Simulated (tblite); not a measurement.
Compound: C₂H₇NOSi.
Numbering: `[CH3:1][O:2]/[CH:3]=[N:4]/[SiH3:5]` (hydrogens: H6, H7, H8 on C1; H9 on C3; H10, H11, H12 on Si5)

The geometry is computed with GFN2-xTB (gas phase).

**Question.** What internal coordinates does the optimisation give?

**Answer.** 
```tsv
bond	length (Å)
C1–O2	1.419
O2–C3	1.327
C3=N4	1.250
N4–Si5	1.714
C1–H6, C1–H7, C1–H8	1.090
C3–H9	1.097
Si5–H10, Si5–H11, Si5–H12	1.463
```

Bonds in one row agree within 0.01 Å and their mean is given. A selection of angles:
```tsv
angle	degrees
O2–C1–H6	106.4
O2–C1–H7	110.2
H6–C1–H7	110.8
H7–C1–H8	108.6
C1–O2–C3	115.9
O2–C3–N4	123.9
O2–C3–H9	109.4
N4–C3–H9	126.7
C3–N4–Si5	133.2
N4–Si5–H10	104.1
N4–Si5–H11	115.9
H10–Si5–H11	110.0
H10–Si5–H12	112.5
```

Dihedral angles: C1–O2–C3–N4 0° (synperiplanar); O2–C3–N4–Si5 180° (antiperiplanar). The mirror-image conformer, all signs reversed, is as good.

The 5 heavy atoms lie in one plane (0.001 Å rms). Of the pairs four or more bonds apart, N4···H7 is among the closest relative to their van der Waals radii: 2.59 Å, 94 % of the sum of Bondi's values. Si5 (SiH3 silicon) is distorted tetrahedral (angles from 104.1° to 115.9°). The 2 C–O bonds span 1.327 Å (O2–C3, drawn single) to 1.419 Å (C1–O2, drawn single), a spread of 0.092 Å.

Point group: near Cs, missed by 0.11 Å at most; the miss may be what the optimiser left on a soft mode. Its GFN2-xTB frequencies are all real (lowest 92 cm⁻¹). One conformer, not necessarily the lowest.

On an Arm Neoverse N1 with one thread, shared host, this took 0.56 s wall. That covers the optimisation of the geometry.
